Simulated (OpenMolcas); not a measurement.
**Lines of Pt²⁺: computed and rescaled rates**

- Program: OpenMolcas
- Method: MS-CASPT2, IPEA 0.25 Eh, imaginary shift 0.1 Eh (closed shells correlated: 5s 5p)
- Basis: ANO-R3 [9s7p6d4f2g2h]
- Scalar Hamiltonian: X2C, finite nucleus
- Active space: 8 electrons in 6 orbitals (5d 6s)
- State averaging: 2S+1 = 3 even, 60 roots; 2S+1 = 5 even, 15 roots kept (CI in the orbitals of an earlier block); 2S+1 = 1 even, 55 roots kept (CI in the orbitals of an earlier block)
- Spin-orbit coupling: RASSI with atomic mean-field integrals over the reference wave functions, term energies averaged over their components

Rates come from the transition moments of the reference wave functions (E1 and E2 in the length form). At fixed line strength A goes as λ^-3 for E1 and M1 and as λ^-5 for E2, so a rate at the computed wavelength can be rescaled to the measured one. Measured vacuum wavelengths follow from level energies in NIST levels as listed in McCann et al., Mon. Not. R. Astron. Soc. 538, 537 (2025). Branching counts decays inside the model space alone, at computed energies, and the table is only a selection of the E2 and M1 lines, drawn from those between levels with measured partners whose computed energy lies within a factor of 1.5 of the measured one.

```csv
Upper,Lower,Type,λ computed (nm),λ measured (nm),A computed (s-1),A rescaled (s-1),Branching %
5d8 3F3,5d8 3F4,M1,948.9,1025,2.91e+01,2.31e+01,97.8
5d8 1G4,5d8 3F4,M1,457,468.8,1.52e+01,,91.4
5d7 6s 5F5,5d8 3F4,E2,496.9,457.9,9.02e-02,,98.7
```

Spin-changing lines and M1 lines between different terms are not rescaled, since their strength hangs on the term gaps too.

The largest correction is for 5d8 3F3 → 5d8 3F4 (M1): 2.91e+01 × (948.9 / 1025)^3 = 2.31e+01 s-1, a factor of 0.79.

The computed order of these levels differs from the measured one in 1 place, and where term gaps are wrong the rates of spin-changing lines can be off by large factors.

These are rates of the free ion; in crystals, glasses and complexes forced electric-dipole and non-radiative decay shorten such lifetimes by orders of magnitude. No measured rate stands beside these. Rescaling mends the energy factor alone: line strengths can still be far off where a level mixes with configurations outside the active space, and weak or spin-changing lines hang on small mixing coefficients that depend on the term gaps too, so rescaling need not improve them.

CASPT2 breaks the degeneracy within a term, and the mean is taken; among the terms shown or strongly mixed into the levels shown the widest spread is 940 cm-1 (5d8 1G). Terms from blocks run as CI alone lack orbitals of their own. A single d shell beside an s shell can misplace configurations of different d count against each other. Measured partners are found by configuration, term and J. A level has none where our copy of the source lacks it or the pairing is in doubt (some pairs that miss far off the trend of their configuration count as doubtful). Only configurations of the active space appear.
